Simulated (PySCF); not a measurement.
Work out the structure from these simulated measurements.

Formula: C2H9B2N.

| Property | Result |
| --- | --- |
| 13C NMR | chemical shifts (computed TMS as zero) by class: 14.9 (1 C), 9.8 (1 C) ppm [GIAO HF/pcSseg-2] |
| XPS | B1s 195.8, B1s 196.0, C1s 290.2, C1s 290.8, N1s 405.1 eV [ΔSCF SCAN, pcX-2 on the ionised atom, pcseg-1 elsewhere, spin-free X2C] |
| Dipole | 1.63 D [B3LYP/def2-SVPD] |
| Triplet | lowest triplet excitation (Tamm–Dancoff): 5.58 eV [TDA B3LYP/def2-SVPD] |
| Rotational structure | rotational constants A, B, C: 12.864, 2.569, 2.199 GHz [PBE0-D3(BJ)/def2-SVP] |
| UV, first state | lowest singlet excitation: 5.99 eV (207 nm, f = 0.000) [TDDFT B3LYP/def2-SVPD] |
| UV, strongest line | among the 10 lowest singlet transitions: S3 at 7.15 eV (173 nm, f = 0.369) [TDDFT B3LYP/def2-SVPD] |

Electronic properties: PySCF, gas phase, density fitting. Levels stand in brackets. The structure is a single PBE0-D3(BJ)/def2-SVP conformer in the gas phase; no vibrational or solvent corrections. Each NMR value is the plain mean over a class of atoms that symmetry, rotation or inversion makes alike.

Q: What is the compound? Reason from the data.

A: Numbering: `[BH2:1][NH:2][BH:3][CH2:4][CH3:5]`. 2 carbons fall into 2 classes; from least to most shielded: sp3 carbon bound to boron [C4] (14.9 ppm), methyl carbon [C5] (9.8 ppm). The core levels belong to: B1s 195.8 eV, three-coordinate boron [B3]; B1s 196.0 eV, three-coordinate boron [B1]; C1s 290.2 eV, sp3 carbon bound to boron [C4]; C1s 290.8 eV, methyl carbon [C5]; N1s 405.1 eV, boron-bound nitrogen [N2]. The hole state at 196.0 eV has ⟨S²⟩ = 0.84 against 0.75, so that value is less sure. S1 is mainly HOMO→LUMO (weight 0.95); the largest Löwdin shares of the orbital it empties are 0.25 on the sp3 carbon bound to boron, 0.24 on a three-coordinate boron, 0.10 on the methyl carbon and 0.09 on a B–H hydrogen, of the orbital it fills 0.38 on a three-coordinate boron, 0.21 on a three-coordinate boron, 0.15 on the boron-bound nitrogen and 0.07 on a B–H hydrogen. By its constants the optimised geometry is an asymmetric top. Structure: `B(NB)CC`. Computed isomers that give other values at the same levels: `BNB(C)C` (rotational constant A: 7.236 GHz; this holds for the one conformer computed). The assignments are read from this structure; whether some other isomer fits the data as well wasn't checked.

Shape of the structure used: `[BH2:1][NH:2][BH:3][CH2:4][CH3:5]`: B1–N2–B3–C4 -179°, N2–B3–C4–C5 -1°.
